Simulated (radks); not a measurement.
Values are calculated unless marked as measured or tabulated.
Neutral carbon inside a hard spherical wall (all orbitals vanish at R), configuration held at [He] 2s2 2p2 and not refilled when levels cross. Level of theory: scalar-relativistic Kohn-Sham, LDA (Slater exchange, Perdew-Wang correlation), spin-polarised, spherical densities, finite nucleus; open shells are filled with parallel spins first; Fermi nuclear charge, rms radius 2.4702 fm (a radial shooting solver on a logarithmic mesh with Libxc functionals). Eigenvalues in eV for spin up, with the zero of energy where the potential of the charges vanishes at infinity; a dash marks a level that is unbound or too diffuse for the functional's potential to be trusted. A positive occupied level is held by the wall or, in an anion where self-interaction has pushed it up, behind a barrier. The pressure on the wall is -dE/dV.

R (bohr)  E (hartree)  kinetic (hartree)    e(1s)    e(2s)   e(2p)  e(3s, empty)  e(3p, empty)  pressure (GPa)
free        -37.48447             37.288  -270.61  -14.459  -6.179        -0.165             -               0
20          -37.48447             37.288  -270.61  -14.459  -6.179        -0.136         0.483        < 0.0001
15          -37.48447             37.288  -270.61  -14.459  -6.179        -0.050         0.793        < 0.0001
12          -37.48447             37.288  -270.61  -14.459  -6.179         0.138         1.232        < 0.0001
7           -37.48341             37.297  -270.49  -14.382  -6.093         2.403         4.615          0.0708
5           -37.46567             37.407  -269.43  -13.736  -5.330         8.652        11.769            2.62
4           -37.39790             37.739  -266.93  -12.185  -3.496        18.817        21.984            19.9
3           -37.04614             39.052  -259.26   -6.688   2.636        47.387        48.104             192
2.5         -36.44354             40.861  -250.74    0.871  10.381        81.519        77.337             695
2           -34.85227             44.864  -235.71   18.439  26.616        152.35        134.89            3000
